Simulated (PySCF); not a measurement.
CHO, charge +1, multiplicity 1. Atoms are numbered in the order given.

```xyz
3

H      0.0000     0.0000    -1.3885
O      0.0000     0.0000    -0.3945
C      0.0000     0.0000     0.7575
```
Charge +1, spin multiplicity 1.

The structure is a stationary point at PBE0-D3(BJ)/def2-TZVPD.

All values below come from PBE0/def2-TZVPD in PySCF.

Isolated molecule, no solvent.

```yaml
total_energy: -113.40376 hartree
point_group: C∞v
highest_occupied_level: -19.29 eV
lowest_empty_level: -9.75 eV
orbital_gap: 9.54 eV
dipole_moment_about_the_centre_of_nuclear_charge: 2.60 D
mean_static_polarisability: 11.2 bohr³ (1.66 Å³)
polarisability_principal_values: 9.5, 9.5, 14.5 bohr³
```
